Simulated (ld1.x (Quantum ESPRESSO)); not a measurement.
## iron, PAW: configuration errors across variants

```
Element                 : Fe
Generator               : ld1.x (Quantum ESPRESSO) 7.5
Type                    : PAW
Functional              : LDA (PZ)
Relativity              : non-relativistic
Frozen core             : [Ar]
Valence charge          : 8
Reference configuration : 3d6 4s1.75 4p0.25
Partial waves           : 4s (bound): rcut 2.10, rcutus 2.65 bohr; 4s channel at 0.85 Ry: rcut 2.10, rcutus 2.65 bohr; 4p (bound): rcut 2.00, rcutus 2.35 bohr; 4p channel at 4.25 Ry: rcut 2.00, rcutus 2.35 bohr; 3d (bound): rcut 1.20, rcutus 1.55 bohr; 3d channel at 0.9 Ry: rcut 1.20, rcutus 1.55 bohr
Local potential         : all-electron potential smoothed inside 1.85 bohr (lloc = -1)
Core correction         : a·sin(br)/r model core, default radius (core density twice the valence density)
Augmentation charge     : BESSEL, radius 1.35 bohr
```

All-electron excitation energies from the reference (eV): (1) 3d6 4s2 4p0 -0.989; (2) 3d6 4s1 4p0 7.859; (3) 3d6 4s0 4p0 24.134; (4) 3d6 4s0 4p2 7.351; (5) 3d7 4s0 4p0 5.402; (6) 3d6.5 4s1.5 4p0 -1.904; (7) 3d7 4s1 4p0 -2.118; (8) 3d6 4s1.75 4p0.25 spin -3.580; (9) 3d6 4s2 4p0 spin -4.402.

Spin tests fill each open shell by Hund’s rule, majority spin first.

The default core radius of the base comes out at 0.88 bohr.

Tests that are not counted but printed errors over 1 eV. “all radii but the core radius scaled by about 1.20 (s 3.18, p 2.82, d 1.86 bohr, rcut 2.52/2.40/1.44); local potential all-electron potential smoothed inside 2.22 bohr (lloc = -1); augmentation BESSEL, radius 1.62 bohr”: 3d7 4s0 4p0 (solver errors, printed error -506 eV). “waves 3d (bound): rcut 1.20, rcutus 1.84 bohr; 3d channel at 0.9 Ry: rcut 1.20, rcutus 1.84 bohr”: 3d7 4s0 4p0 (solver errors, printed error -506 eV).

3 further variants failed, have other tests or another functional or relativity, and are left out.

A true bound ghost makes a file unfit for plane-wave use even where its test errors are small: the radial tests pick states by their node count and pass the ghost by.

Errors AE − PS in meV (a dash: test not solved or not reliable):

```tsv
change	(1)	(2)	(3)	(4)	(5)	(6)	(7)	(8)	(9)	bound ghosts
base	+0.1	+1.1	+6.0	+4.4	-83	-18	-58	-16	-17	none
waves 4s (bound): rcut 2.10, rcutus 3.36 bohr; 4s channel at 0.85 Ry: rcut 2.10, rcutus 3.36 bohr	+1.3	+13	+65	+48	+32	-4.0	-13	-14	-14	none
all radii but the core radius scaled by about 1.20 (s 3.18, p 2.82, d 1.86 bohr, rcut 2.52/2.40/1.44); local potential all-electron potential smoothed inside 2.22 bohr (lloc = -1); augmentation BESSEL, radius 1.62 bohr	+0.1	+2.4	+8.7	+5.0	–	-15	–	–	–	none
waves 4p (bound): rcut 2.00, rcutus 3.44 bohr; 4p channel at 4.25 Ry: rcut 2.00, rcutus 3.44 bohr	-0.1	+2.1	+8.3	-0.7	-78	-16	-55	-15	-17	none
wave 4s channel at 0.85 Ry: rcut 2.10, rcutus 2.65 bohr becomes 4s channel at -0.21 Ry: rcut 2.10, rcutus 2.65 bohr	+0.1	+1.0	+6.0	+4.4	-83	-17	-56	-15	-16	none
core correction a·sin(br)/r model core inside 0.82 bohr	+0.1	+1.1	+6.0	+4.4	-83	-18	-58	-16	-17	none
local potential all-electron potential smoothed inside 1.35 bohr (lloc = -1)	0.0	+0.3	+8.5	+5.8	-80	-22	-67	-16	-18	s
local potential all-electron potential smoothed inside 2.30 bohr (lloc = -1)	0.0	+0.5	+2.1	+2.8	-92	-19	-62	-16	-17	none
waves 3d (bound): rcut 1.20, rcutus 1.84 bohr; 3d channel at 0.9 Ry: rcut 1.20, rcutus 1.84 bohr	0.0	+0.2	-2.8	+0.7	–	-18	–	–	–	none
```

Task: Give the same row for: augmentation PSQ, radius 1.25 bohr.

Result: -0.1, -0.7, -6.5, -0.9, -110, -21, -70, -15, -16; bound ghosts: none.
